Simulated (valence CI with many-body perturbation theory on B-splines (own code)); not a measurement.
Hyperfine factors and g values of Rh24+

Computed by relativistic CI+MBPT: three valence electrons over a frozen Dirac-Fock core [Ar], radial functions for each j: 7 s, 7 p, 8 d, 6 f, 4 g, 1 h, with the one-electron correlation potential Σ1, the two-electron term Σ2, the three-electron term Σ3, Breit, model QED; selected CI, second order for the rest, scaled by the run's own slope (own B-spline code, finite nucleus).

No measured spectrum was set against this ion. As an estimate, terms of the open shell hold to 2 to 4 % of their energy, and close levels can change places. Only levels of the ground parity were solved; by the run's estimate the other parity begins above the list, which can be wrong where configurations are misplaced.

A/g_I is the dipole constant over the nuclear g factor μ/I (μ in nuclear magnetons, uniformly magnetised nucleus), B/Q the quadrupole constant per barn. Both hold the static response of the core; the bare values leave it out. Large factors of s and p1/2 electrons are usually good to 5 to 10 %; those of open d and f shells near neutrality can be off by tens of per cent, and small factors of p3/2, d and f electrons come from cancelling terms and can be off by a factor of two or in sign, in half-filled shells by more. B is blank for J = 1/2, where it vanishes, and for nearly pure S terms. Energies count from the lowest level.

Names give the largest LS component (configuration and term), which can be under half, so a name can repeat, a term be missing and a line seem to break the LS rules; names also repeat where a configuration has a term twice. Letters in brackets count levels of one name in rising energy.

```tsv
Level	E (eV)	g	A/g_I (MHz)	A/g_I bare	B/Q (MHz/b)	B/Q bare
3d³ ⁴F_3/2	0.000	0.474	15900	15500	-4950	-5070
3d³ ⁴F_5/2	3.366	1.034	9010	9060	-3700	-3790
3d³ ⁴F_7/2	6.085	1.195	7830	7990	-3040	-3120
3d³ ⁴F_9/2	7.942	1.232	8350	8520	-682	-705
3d³ ⁴P_3/2	8.694	1.399	7400	7690	-5650	-5790
3d³ ⁴P_1/2	9.979	2.138	-8220	-7360		
3d³ ²G_7/2	12.969	0.935	9860	9840	4740	4860
3d³ ²H_9/2	13.541	1.058	8810	8870	10200	10500
3d³ ⁴P_5/2	14.185	1.553	2490	2900	8440	8640
3d³ ²D_3/2 [a]	15.950	1.173	8490	8630	-9100	-9320
3d³ ²P_1/2	17.010	1.192	-946	-731		
3d³ ²H_11/2	18.304	1.088	8770	8860	19800	20200
3d³ ²D_5/2 [a]	19.607	1.210	7790	7960	-4670	-4790
3d³ ²G_9/2	20.746	1.054	7310	7390	7160	7340
3d³ ²P_3/2	23.129	1.201	7300	7460	1480	1510
3d³ ²F_5/2	23.712	0.906	7870	7850	12500	12800
3d³ ²F_7/2	23.863	1.130	8710	8820	5160	5290
3d³ ²D_3/2 [b]	35.313	0.802	13900	13800	11600	11800
3d³ ²D_5/2 [b]	35.569	1.168	6740	6890	8260	8460
```

(1) Take the isotope of mass number 103, with I = 1/2, μ = -0.08829 μN. What is the hyperfine structure of 3d³ ⁴F_3/2?

Results:

(1) From the table A = -2800 MHz. Shifts from the centre of gravity in MHz: F = 1: 3500, F = 2: -2100.
